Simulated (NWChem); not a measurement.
Molecule: C3H6O2; SMILES O1COCC1

```xyz
11

C      0.7348     0.2059    -0.9468
C     -0.7348    -0.2059    -0.9468
O     -1.1408     0.1366     0.3759
C      0.0000     0.0000     1.2061
O      1.1408    -0.1366     0.3759
H      0.8466     1.2854    -1.1308
H      1.3597    -0.3493    -1.6514
H     -0.8466    -1.2854    -1.1308
H     -1.3597     0.3493    -1.6514
H      0.0643     0.8979     1.8381
H     -0.0643    -0.8979     1.8381
```
Atoms are numbered in this order, from 1.

Results from NWChem. Structure relaxed at the B3LYP/6-31G* (spherical d) level. B3LYP is NWChem's, with the RPA form of VWN correlation. Total energies of different functionals are on different scales.

```tsv
level	energy (Ha)	highest occupied level (eV)	orbital gap (eV)	dipole (D)
PBE/def2-TZVP	-268.1383	-5.78	6.40	1.12
B3LYP/def2-TZVP	-268.4578	?	?	1.19
CAM-B3LYP/def2-TZVP	-268.3418	-8.85	11.02	1.23
TPSSh/def2-TZVP	-268.4664	-6.54	7.73	1.16
PW6B95/def2-TZVP	-268.7698	-7.55	8.90	1.19
```

### Question
Fill in the missing entries.

### Answer

- B3LYP/def2-TZVP, highest occupied level (eV): -7.16
- B3LYP/def2-TZVP, orbital gap (eV): 8.22
